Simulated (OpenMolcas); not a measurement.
An atom or ion with 4 electrons was computed by MS-CASPT2, IPEA 0.25 Eh, imaginary shift 0.1 Eh with spin-orbit coupling (OpenMolcas, ANO-RCC-VTZP, DKH2). The lowest levels that the run gave, each within 12 % of the measured value where one is at hand:

```
J  Parity  E (eV)      g
0    even  0.0000       
0     odd   8.337       
1     odd   8.345  1.501
2     odd   8.363  1.501
1     odd  16.482  1.000
0    even  21.812       
1    even  21.821  1.501
2    even  21.838  1.501
2    even  23.626  1.000
0    even  29.464
```

Question: Which ion is it, and what are the configurations and terms?

Answer: N IV (Z = 7, charge +3; active space 2 electrons in 4 orbitals (2s 2p)). J, parity and g give the terms where levels are pure, and mixed ones are named by the computed weights; the size of the splittings, set against known spectra of the 4-electron sequence, gives the charge. In order, with the measured energies in eV (Moore, Selected Tables of Atomic Spectra, NSRDS-NBS 3, section 4): 2s2 1S0, 2s 2p 3P* 0 (8.3329), 2s 2p 3P* 1 (8.3407), 2s 2p 3P* 2 (8.3586), 2s 2p 1P* 1 (16.2040), 2p2 3P0 (21.7636), 2p2 3P1 (21.7726), 2p2 3P2 (21.7881), 2p2 1D2 (23.4184), 2p2 1S0 (29.1821).

Measured partners are found by configuration, term and J. A level has none where our copy of the source lacks it or the pairing is in doubt (some pairs that miss far off the trend of their configuration count as doubtful), and it then counts in no deviation. Only configurations of the active space appear.

* marks odd parity.
